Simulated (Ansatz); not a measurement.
Start from `[CH3][SnH2][GaH2]` and change one atom or group to get `[CH3][SnH3]`.

Ansatz, PBE0-D4/def2-TZVP geometries, multiplicity 1. 

Elements past krypton have def2 core potentials. Scalar relativity is left out up to krypton.

```json
{"property": "HOMO–LUMO gap (ωB97M-V/def2-TZVPP) / eV", "`[CH3][SnH2][GaH2]`": "8.69"}
{"property": "HOMO energy (ωB97M-V/def2-TZVPP) / eV", "`[CH3][SnH2][GaH2]`": "-9.14"}
{"property": "size of the dipole moment (PBE/def2-TZVPP) / D", "`[CH3][SnH2][GaH2]`": "0.72"}
{"property": "zero-point energy (PBE0-D4/def2-TZVP) / kJ/mol", "`[CH3][SnH2][GaH2]`": "164.0"}
{"property": "LUMO energy (ωB97M-V/def2-TZVPP) / eV", "`[CH3][SnH2][GaH2]`": "-0.45"}
{"property": "size of the dipole moment (B3LYP/def2-TZVPP) / D", "`[CH3][SnH2][GaH2]`": "0.70"}
```

Give the same properties after the change, and the shifts. (Estimate.)

Computed: 
| property | `[CH3][SnH3]` | shift |
| --- | --- | --- |
| HOMO–LUMO gap (ωB97M-V/def2-TZVPP) / eV | 12.12 | 3.43 |
| HOMO energy (ωB97M-V/def2-TZVPP) / eV | -10.59 | -1.45 |
| size of the dipole moment (PBE/def2-TZVPP) / D | 0.81 | 0.09 |
| zero-point energy (PBE0-D4/def2-TZVP) / kJ/mol | 146.9 | -17.1 |
| LUMO energy (ωB97M-V/def2-TZVPP) / eV | 1.53 | 1.98 |
| size of the dipole moment (B3LYP/def2-TZVPP) / D | 0.79 | 0.09 |

With PBE0 the HOMO falls by 1.25 eV and the LUMO rises by 2.42 eV, so the gap widens by about 3.67 eV. PBE moves the HOMO by -1.07 eV and ωB97M-V by -1.45 eV. The zero-point energy changes by -17.1 kJ/mol with -6 modes. Dipoles are sizes alone; their direction can turn.

B3LYP here is the variant with VWN-RPA as its local correlation; programs differ in this.
